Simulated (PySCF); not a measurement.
Ge(H)2(Et)(Vi), SMILES [CH2](C)[GeH2][CH]=C (C4H10Ge), singlet (GFN2-xTB optimised geometry):

```
15

Ge    -0.543    -0.723     0.000
C     -1.197    -1.583    -1.626
C     -2.018    -1.014    -2.494
C     -1.193    -1.642     1.635
C     -0.668    -1.011     2.917
H     -0.965     0.723     0.000
H      0.965    -0.723     0.000
H     -0.869    -2.600    -1.803
H     -2.374    -1.520    -3.379
H     -2.368    -0.004    -2.352
H     -0.894    -2.691     1.591
H     -2.284    -1.627     1.635
H     -0.979     0.029     2.986
H     -1.042    -1.541     3.792
H      0.420    -1.039     2.938
```

Method: PBE0/def2-TZVP run with PySCF 2.14.0.

What are the frontier orbital energies and the dipole moment?

HOMO-2 -8.75 eV, HOMO-1 -8.29 eV, HOMO -7.63 eV, LUMO -0.16 eV, LUMO+1 1.11 eV; dipole moment 0.72 D.

On the same geometry PySCF with PBE/def2-TZVP gives HOMO-2 -7.47 eV, HOMO-1 -7.05 eV, HOMO -6.50 eV, LUMO -1.16 eV, LUMO+1 0.31 eV; dipole moment 0.75 D.

Meta-Löwdin charges at PBE0/def2-TZVP: Ge1 0.49, C2 -0.31, C3 -0.24, C4 -0.39, C5 -0.34, H6 -0.08, H7 -0.08, H8 0.12, H9 0.12, H10 0.12, H11 0.12, H12 0.12, H13 0.11, H14 0.12, H15 0.11.
